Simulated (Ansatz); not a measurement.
CH3BrSSi, SMILES `S=C[SiH2]Br`, 7 atoms. Charge 0, multiplicity 1. Correlated methods include outer-core shells of Br, which these sets cover unevenly. Scalar relativity is left out up to krypton. All runs use 2 threads of an Arm Neoverse V1 on a shared host. Correlated methods freeze the cores.

Question: Give the basis size and wall time and peak host memory of each of these runs in Ansatz. RKS PBE0-D4/def2-TZVP frequencies; RKS ωB97M-V/def2-SVP energy; direct RPA on PBE orbitals/def2-TZVPP energy; RKS PBE0-D4/def2-QZVPP energy; RKS PBE0-D4/def2-TZVP relaxation (6 steps); RKS PBE0-D4/def2-SVP energy; RHF-CCSD(T)/def2-SVP energy; RKS r2SCANh-D4/def2-TZVPP energy; RKS PBE0-D4/def2-TZVPP energy; RKS ωB97M-V/def2-QZVPP energy; RHF-MP2/def2-QZVPP energy; RHF-CCSD(T)/def2-TZVPP energy. (An estimate is asked.)

Answer: Computed: Other jobs shared the machine, so times are rough.

| level | job | functions | wall time | peak host memory (GiB) |
| --- | --- | --- | --- | --- |
| RKS PBE0-D4/def2-SVP | energy | 97 | 1.9 s | 0.4 |
| RKS PBE0-D4/def2-TZVPP | energy | 205 | 5.5 s | 0.61 |
| RHF-CCSD(T)/def2-SVP | energy | 97 | 6 s | 0.4 |
| direct RPA on PBE orbitals/def2-TZVPP | energy | 205 | 7 s | 0.4 |
| RKS ωB97M-V/def2-SVP | energy | 97 | 8.5 s | 0.4 |
| RKS r2SCANh-D4/def2-TZVPP | energy | 205 | 10 s | 0.62 |
| RKS PBE0-D4/def2-QZVPP | energy | 376 | 15 s | 1.2 |
| RKS ωB97M-V/def2-QZVPP | energy | 376 | 33 s | 1.4 |
| RHF-MP2/def2-QZVPP | energy | 376 | 38 s | 1.7 |
| RKS PBE0-D4/def2-TZVP | relaxation (6 steps) | 171 | 42 s | 0.47 |
| RHF-CCSD(T)/def2-TZVPP | energy | 205 | 2.4 min | 2.5 |
| RKS PBE0-D4/def2-TZVP | frequencies | 171 | 3 min | 0.46 |
